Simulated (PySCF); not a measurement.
# Simulated absorption spectrum

Compound: C₅H₇NO₂.
Structure used (PBE0-D3(BJ)/def2-SVP), in Å, numbered top down from 1:
```xyz
15
C5H7NO2 angstrom
C      2.955   -0.163   -0.548
C      1.900    0.378    0.068
C      0.522    0.125   -0.429
O      0.317   -0.588   -1.394
C     -0.598    0.831    0.299
C     -1.934    0.103    0.457
N     -2.306   -0.656   -0.596
O     -2.602    0.272    1.455
H      2.799   -0.800   -1.424
H      3.977    0.008   -0.202
H      2.019    1.017    0.948
H     -0.803    1.755   -0.275
H     -0.291    1.153    1.302
H     -1.614   -0.879   -1.307
H     -3.150   -1.206   -0.499
```

Computed with TDDFT CAM-B3LYP/def2-SVPD, vertical, gas phase, core orbitals frozen in the response in PySCF 2.14.0, density-fitted response routines.

Computed states:

```tsv
state	E (eV)	f
S1	3.94	0.0005
S2	5.42	0.052
S3	5.64	0.032
S4	5.76	0.0006
S5	5.92	0.253
S6	7.18	0.0004
S7	7.38	0.043
S8	7.41	0.078
S9	7.60	0.011
S10	7.69	0.018
```

Each state is given a Gaussian of 0.25 eV full width at half maximum, with ε(max) = 2.175×10⁸ f / Δν̃ (Δν̃ the width in cm⁻¹). The width is an assumption, not a result. The curve ends short of the highest state used, and states not computed would add to its high-energy end.

**Question.** What does the envelope look like, and where are its maxima?

**Answer.** 
E (eV), ε (L mol⁻¹ cm⁻¹) and a bar:
```
     3.57          0 
     3.65          1 
     3.73          7 
     3.82         28 
     3.90         50 
     3.98         52 
     4.06         30 
     4.14         10 
     4.23          1 
     4.31          0 
     4.39          0 
     4.47          0 
     4.55          0 
     4.63          0 
     4.72          0 
     4.80          0 
     4.88          0 
     4.96          0 
     5.04          8 
     5.13        122 
     5.21        739 #
     5.29       2545 ###
     5.37       5048 ######
     5.45       6081 #######
     5.54       5248 ######
     5.62       4835 #####
     5.70       6201 #######
     5.78      12584 ##############
     5.86      23365 ##########################
     5.95      26525 ##############################
     6.03      16464 ###################
     6.11       5802 #######
     6.19       1159 #
     6.27        131 
     6.36          6 
     6.44          0 
     6.52          0 
     6.60          0 
     6.68          0 
     6.77          0 
     6.85          0 
     6.93          4 
     7.01         31 
     7.09        239
```

Maxima: 314 nm (3.95 eV), ε about 55, made up of S1 (100%); 228 nm (5.45 eV), ε about 6100, made up of S2 (90%); 209 nm (5.92 eV), ε about 27000, made up of S5 (100%) (ε in L mol⁻¹ cm⁻¹; maxima over ε = 5, shares over 10%). At its high-energy end, 7.09 eV, the curve is still rising (ε about 240, from S6, S7 and S8).

**Question.** What would ε be at 5.92 eV, the highest of these maxima, with half the width (0.125 eV)?

**Answer.** About 54600 L mol⁻¹ cm⁻¹ against 27400, a factor of about 1.99; a lone state at its own centre would give exactly 2.

**Question.** Coming from long wavelengths, where does ε first pass 100 L mol⁻¹ cm⁻¹?

**Answer.** At about 242 nm (5.12 eV), 1.18 eV above S1.

**Question.** On this curve, what absorbance would a 10⁻³ mol/L sample give at 248 nm over a 1 cm path?

**Answer.** 248 nm is 4.999 eV, where ε is about 1.9 L mol⁻¹ cm⁻¹, so A = ε c l ≈ 0.0019 (Beer–Lambert, with the gas-phase spectrum and the assumed width).

All these states lie below the vertical ionisation energy of 9.76 eV (ΔSCF).

One conformer stands for the species.
